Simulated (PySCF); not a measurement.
A structure optimised at PBE0-D3(BJ)/def2-SVP, used in a PySCF frequency run:

```xyz
4

B      0.0000     0.0000    -0.4014
Cl     0.0000     0.0000    -2.1413
Br     0.0000     1.6453     0.5487
Br     0.0000    -1.6453     0.5487
```

Question: Write its SMILES, formula and point group.

Answer: ClB(Br)Br, BBr2Cl, C2v

Question: What are its rotational constants (standard atomic weights)?

Answer: 2.3825, 1.1682, 0.78385 GHz
